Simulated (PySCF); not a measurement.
CH₅BBrN.

```xyz
9

B      0.0853    -0.9500     0.0000
Br    -0.0437     1.0111     0.0000
C     -1.2378    -1.7950     0.0000
H     -1.8520    -1.5467     0.8817
H     -1.0566    -2.8823     0.0000
H     -1.8520    -1.5467    -0.8817
N      1.3651    -1.4949     0.0000
H      1.5261    -2.4957     0.0000
H      2.2084    -0.9336     0.0000
```
Charge 0, spin multiplicity 1.

Geometry: B3LYP-D3(BJ)/def2-SVP. This is a generated structure with no PubChem entry under its InChIKey; it may be hypothetical. One conformer was computed; it need not be the lowest.

Computed with PBE/pcSseg-1 (PySCF). Non-relativistic, no solvent.

Computed absolute GIAO shielding of each atom: isotropic value and principal components (ppm):
```csv
atom,σ(iso),σ11,σ22,σ33,span
B1,51.8,19.4,47.2,88.9,69.4
Br2,2391.4,1935.9,2471.9,2766.5,830.6
C3,171.9,159.1,165.6,191.0,31.9
H4,30.4,26.2,29.4,35.5,9.3
H5,30.9,26.6,28.7,37.3,10.7
H6,30.4,26.2,29.4,35.5,9.3
N7,145.7,61.2,174.5,201.4,140.2
H8,27.2,22.2,24.3,35.1,12.9
H9,27.2,21.6,25.5,34.6,13.0
```
